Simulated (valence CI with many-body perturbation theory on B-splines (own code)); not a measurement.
E1 transitions of Pm XI

Level of theory: configuration interaction combined with many-body perturbation theory (CI+MBPT): five valence electrons over a frozen Dirac-Fock core [Kr] 4d10, radial functions for each j: 7 s, 7 p, 7 d, 7 f, 4 g, 2 h, with the one-electron correlation potential Σ1 (screened to all orders), the two-electron term Σ2, the three-electron term Σ3, Breit, model QED; selected single and double excitations, second order for the rest, scaled by the run's own slope (own B-spline code, finite nucleus).

No measured levels were compared; by estimate terms of the open shell hold to a few per cent of their energy, and close levels can change places; configurations with another count of f electrons can be misplaced by thousands of cm⁻¹. Among the levels kept, up to 2900 cm⁻¹ of a level comes from second order outside the variational space, and about a tenth of that is noise between levels of different J, which matters for small intervals. The lowest computed level is not the ground level that NIST lists (°, for many ions itself from theory).

Lines 1 to 50 of 544 in falling wavelength, among levels below 184570 cm⁻¹, chosen from the strongest by gf and those to the six lowest levels. Wavelengths and rates use the calculated energies, so an error of 2000 cm⁻¹ moves a line at 93.48 nm by 1.9 % and its rate by three times that or more. Electric multipoles are in the length gauge, E1 and E2 with the static RPA response of the core. Weak lines are less certain than strong ones. Lines between different terms over intervals too small for the method are left out, as are lines whose strength nearly cancels. Where a level lies close to another of its J and parity, the split of strength between their lines is uncertain. The highest levels of a list are the least certain.

Names give the largest LS component (configuration and term), which can be under half, so a name can repeat, a term be missing and a line seem to break the LS rules; names also repeat where a configuration has a term twice. Letters in brackets count levels of one name in rising energy.

```tsv
λ vac (nm)	Upper	Lower	A (s⁻¹)	S (a.u.) with core polarisation	S without
93.48	4f³5s5p ⁶H_15/2	4f²5s²5p ⁴I°_15/2	2.90e+06	1.87e-02	2.32e-02
90.45	4f²5s5p² ⁶I_7/2	4f²5s²5p ²G°_7/2 [a]	8.42e+06	2.46e-02	3.19e-02
89.46	4f²5s5p² ⁶I_9/2	4f²5s²5p ⁴H°_11/2	4.99e+06	1.76e-02	2.31e-02
88.78	4f²5s5p² ⁶G_13/2	4f²5s²5p ⁴I°_15/2	7.08e+06	3.42e-02	4.45e-02
88.68	4f²5s5p² ⁶I_11/2	4f²5s²5p ⁴I°_13/2	6.18e+06	2.55e-02	3.33e-02
88.51	4f³5s5p ⁴F_9/2 [a]	4f²5s²5p ²H°_11/2 [a]	4.35e+06	1.49e-02	1.93e-02
88.01	4f²5s5p² ⁶I_9/2	4f²5s²5p ⁴H°_9/2 [b]	5.00e+06	1.68e-02	2.18e-02
87.22	4f²5s5p² ⁴I_9/2	4f²5s²5p ²I°_11/2 [b]	6.44e+06	2.11e-02	2.73e-02
86.41	4f²5s5p² ⁶I_11/2	4f²5s²5p ⁴H°_11/2	4.39e+06	1.68e-02	2.19e-02
85.53	4f²5s5p² ⁶G_13/2	4f²5s²5p ⁴I°_13/2	3.66e+06	1.58e-02	2.06e-02
84.68	4f²5s5p² ⁴G_11/2	4f²5s²5p ²I°_13/2 [b]	6.48e+06	2.33e-02	3.00e-02
84.14	4f³5s5p ⁴I_9/2	4f²5s²5p ²G°_7/2 [a]	7.86e+06	2.31e-02	2.93e-02
84.06	4f³5s5p ⁴I_9/2	4f²5s²5p ⁴H°_9/2 [b]	6.82e+06	2.00e-02	2.53e-02
82.66	4f³5s5p ⁴G_11/2 [a]	4f²5s²5p ²H°_9/2 [b]	5.24e+06	1.75e-02	2.23e-02
82.15	4f³5s5p ⁴K_11/2 [a]	4f²5s²5p ⁴H°_9/2 [b]	7.31e+06	2.40e-02	3.05e-02
81.19	4f³5s5p ⁴G_11/2 [a]	4f²5s²5p ⁴H°_11/2	9.90e+06	3.14e-02	3.98e-02
80.87	4f³5s5p ²H_9/2	4f²5s²5p ²G°_7/2 [a]	6.43e+06	1.68e-02	2.14e-02
80.86	4f³5s5p ⁶G_11/2	4f²5s²5p ²H°_9/2 [b]	6.07e+06	1.90e-02	2.41e-02
80.18	4f³5s5p ⁴K_13/2	4f²5s²5p ⁴H°_11/2	8.01e+06	2.85e-02	3.63e-02
80.17	4f²5s5p² ⁴I_9/2	4f²5s²5p ²H°_9/2 [b]	1.11e+07	2.83e-02	3.64e-02
79.94	4f³5s5p ⁴H_13/2 [b]	4f²5s²5p ⁴G°_11/2 [b]	1.24e+07	4.37e-02	5.56e-02
79.39	4f³5s5p ⁴K_15/2 [a]	4f²5s²5p ⁴I°_13/2	7.36e+06	2.91e-02	3.69e-02
79.38	4f³5s5p ⁴H_13/2 [b]	4f²5s²5p ⁴I°_13/2	4.15e+06	1.44e-02	1.84e-02
79.14	4f³5s5p ⁴G_11/2 [b]	4f²5s²5p ⁴G°_11/2 [b]	5.66e+06	1.66e-02	2.12e-02
77.72	4f²5s5p² ⁴I_9/2	4f²5s²5p ²G°_7/2 [a]	5.55e+06	1.29e-02	1.65e-02
77.32	4f²5s5p² ⁴G_11/2	4f²5s²5p ⁴G°_11/2 [b]	1.30e+07	3.56e-02	4.60e-02
76.92	4f³5s5p ⁴K_17/2	4f²5s²5p ⁴I°_15/2	5.61e+06	2.27e-02	2.87e-02
76.89	4f³5s5p ⁴I_13/2	4f²5s²5p ⁴I°_13/2	8.65e+06	2.72e-02	3.45e-02
76.79	4f³5s5p ⁴G_9/2	4f²5s²5p ⁴H°_9/2 [b]	8.53e+06	1.91e-02	2.43e-02
76.35	4f²5s5p² ⁴G_11/2	4f²5s²5p ²H°_9/2 [b]	7.90e+06	2.08e-02	2.69e-02
75.09	4f²5s5p² ⁴G_11/2	4f²5s²5p ⁴H°_11/2	5.47e+06	1.37e-02	1.79e-02
74.78	4f²5s5p² ⁴G_5/2	4f²5s²5p ²G°_7/2 [a]	1.67e+07	2.07e-02	2.67e-02
73.39	4f³5s5p ⁶K_9/2	4f²5s²5p ⁴I°_11/2	9.60e+05	1.87e-03	2.38e-03
73.35	4f⁴5s ⁶I_13/2	4f²5s²5p ⁴H°_11/2	1.60e+07	4.37e-02	5.70e-02
73.32	4f³5s5p ⁶H_11/2	4f³5s² ²H°_9/2 [a]	8.38e+06	1.96e-02	2.48e-02
73.09	4f³5s5p ⁶F_3/2 [b]	4f³5s² ⁴D°_1/2	1.87e+07	1.44e-02	1.84e-02
72.88	4f³5s5p ⁴F_5/2 [b]	4f²5s²5p ²G°_7/2 [a]	1.17e+07	1.35e-02	1.71e-02
72.85	4f³5s5p ²I_11/2	4f²5s²5p ⁴H°_11/2	5.65e+06	1.29e-02	1.64e-02
72.78	4f⁴5s ⁶I_11/2	4f²5s²5p ⁴H°_9/2 [b]	1.20e+07	2.74e-02	3.58e-02
72.61	4f³5s5p ⁶K_9/2	4f²5s²5p ⁴H°_7/2	1.28e+06	2.42e-03	2.99e-03
72.51	4f³5s5p ⁴K_11/2 [a]	4f³5s² ²K°_13/2	6.03e+06	1.36e-02	1.74e-02
72.43	4f³5s5p ⁶K_9/2	4f³5s² ⁴I°_11/2	1.07e+07	2.01e-02	2.57e-02
72.42	4f³5s5p ⁴D_5/2	4f³5s² ⁴D°_3/2	2.50e+07	2.81e-02	3.57e-02
72.29	4f³5s5p ⁶K_11/2	4f³5s² ⁴I°_13/2	1.37e+07	3.06e-02	3.89e-02
72.10	4f³5s5p ⁶G_3/2	4f³5s² ⁴F°_5/2	1.66e+07	1.23e-02	1.57e-02
71.93	4f³5s5p ⁶K_13/2	4f³5s² ⁴I°_15/2	9.38e+06	2.41e-02	3.07e-02
71.78	4f³5s5p ⁶G_5/2	4f³5s² ⁴F°_7/2	1.83e+07	2.00e-02	2.56e-02
71.71	4f³5s5p ⁶K_11/2	4f²5s²5p ⁴I°_11/2	4.21e+06	9.20e-03	1.16e-02
71.69	4f³5s5p ⁶G_7/2	4f³5s² ⁴F°_9/2	9.89e+06	1.44e-02	1.83e-02
71.64	4f³5s5p ⁶D_5/2	4f³5s² ⁴D°_5/2	1.19e+07	1.29e-02	1.65e-02
```
